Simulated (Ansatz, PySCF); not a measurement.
Complex: boric acid (SMILES OB(O)O) (first 7 atoms) with H2O (SMILES O); geometry from B3LYP-D3(BJ)/def2-TZVP, rigid monomers moved along the line of their centres of mass till H6···O8 is 2.32 Å.
(charge 0, multiplicity 1):
```csv
atom,x (Å),y (Å),z (Å)
O,0.4881,-0.2524,-1.4022
B,0.2130,-0.1365,-0.0667
O,0.6055,1.0068,0.5968
O,-0.4435,-1.1790,0.5308
H,0.9491,0.5224,-1.7363
H,0.3681,0.9967,1.5325
H,-0.6013,-1.0236,1.4697
O,-0.5369,0.1397,3.4897
H,-1.3406,0.4964,3.8838
H,0.0126,-0.1648,4.2203
```

Monomers are frozen at their geometry in the pair; levels with a basis set take the counterpoise correction. Rows marked so take none.

Frozen-core correlation. Rows in 3-21G carry no dispersion term and start afresh at each structure.

Codes used: Ansatz (a first-principles code) with Gaussian orbitals; PySCF for 3-21G rows, the dispersion terms. Values without a source in brackets are computed.

**Question.** What is the computed interaction energy (B3LYP-D4/def2-TZVPPD)?

**Answer.** -8.2 kcal/mol

**Question.** Estimate the interaction energy that HF/3-21G (no counterpoise) returns for this input.

**Answer.** -16.4 kcal/mol

**Question.** What is the computed interaction energy (SCS-MP2/aug-cc-pVDZ)?

**Answer.** -7.4 kcal/mol
